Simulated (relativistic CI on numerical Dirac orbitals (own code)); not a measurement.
# One change at a time: W XXIX

Base calculation: Dirac-Coulomb-Breit CI, orbitals from a KLI potential per configuration, model QED (radiative potential, 1s self-energy scaled to tabulated hydrogen-like ionisation energies), unscaled Slater integrals.

CI space (outside the closed core [Ar] 3d10): 4s²4p⁶4d¹⁰, 4s²4p⁶4d⁹4f, 4s²4p⁵4d¹⁰4f, 4s4p⁶4d¹⁰4f, 4s²4p⁶4d⁹5s, 4s²4p⁶4d⁹5p, 4s²4p⁶4d⁹5d, 4s²4p⁵4d¹⁰5s, 4s²4p⁶4d⁹5f, 4s²4p⁵4d¹⁰5p, 4s²4p⁶4d⁹6s, 4s²4p⁶4d⁹5g, 4s²4p⁶4d⁹6p, 4s²4p⁵4d¹⁰5d, 4s4p⁶4d¹⁰5s, 4s²4p⁶4d⁹6d, 4s4p⁶4d¹⁰5p, 4p⁶4d¹⁰4f², 4p⁶4d⁹4f³, 4p⁵4d¹⁰4f³, 4p⁶4d⁹4f²5s, 4p⁶4d⁹4f²5p, 4p⁶4d⁹4f²5d. Double excitations out of closed p, d and f shells are left out; levels of such configurations are missing from the list, as are those of other unlisted configurations, and high levels can miss mixing partners. These lack a partner that the ground configuration has and come out too high: 4s²4p⁵4d¹⁰5s, 4s²4p⁶4d⁹5f, 4s²4p⁵4d¹⁰5p, 4s²4p⁶4d⁹6s, 4s²4p⁶4d⁹5g.

Variants: (1) only the first 3 configurations; (2) one mean potential for all configurations. Shifts of the energy above 4s²4p⁶4d¹⁰ ¹S0, in eV, for the lowest level and the first level of each name with at least 55 % of one term (blank where a level changes its place among those of its configuration and J or its character, or is not in the variant):

```
           Level     Base    Δ(1)    Δ(2)
  4s²4p⁶4d¹⁰ ¹S0    0.000   0.000   0.000
4s²4p⁶4d⁹4f ³P°0  189.948  -0.031  -0.148
4s²4p⁶4d⁹4f ³P°1  192.110  -0.032  -0.148
4s²4p⁶4d⁹4f ³P°2  196.288  -0.029  -0.148
4s²4p⁶4d⁹4f ³H°5  196.962  -0.046  -0.147
4s²4p⁶4d⁹4f ³H°6  198.850  -0.046  -0.147
4s²4p⁶4d⁹4f ³F°3  199.954  +0.022  -0.147
4s²4p⁶4d⁹4f ³F°4  203.611  +0.028  -0.147
4s²4p⁶4d⁹4f ³G°5  205.412  -0.045  -0.147
4s²4p⁶4d⁹4f ³D°1  207.097  -0.041  -0.148
4s²4p⁶4d⁹4f ³H°4  212.615  -0.046  -0.147
4s²4p⁶4d⁹4f ³G°3  218.894  -0.019  -0.148
4s²4p⁶4d⁹4f ¹F°3  221.287  -0.023  -0.148
4s²4p⁶4d⁹4f ¹P°1  258.096  +0.096  -0.177
 4s²4p⁶4d⁹5s ³D3  353.252          +0.266
 4s²4p⁶4d⁹5s ³D1  369.556          +0.333
4s²4p⁵4d¹⁰4f ³D1  387.715  +0.331  -0.200
4s²4p⁵4d¹⁰4f ³D2  391.255  +0.271  -0.199
4s²4p⁵4d¹⁰4f ³G4  392.786  +0.049  -0.196
4s²4p⁵4d¹⁰4f ³G5  394.232  +0.090  -0.198
4s²4p⁵4d¹⁰4f ³F3  395.392  +0.125  -0.195
4s²4p⁶4d⁹5p ³P°2  397.171          +0.284
```

At this charge energies of transitions that change n are usually good to better than 1 %, and those within a shell (Δn = 0) to a few per cent.

Ionisation energy from the two ground configurations alone: base 1128.25 eV. The NIST ASD value (semi-empirical) is 1132.2 eV.

LS names give the leading component of a level, which can be under half, so a name can repeat, a term be missing and a line seem to break the LS rules.
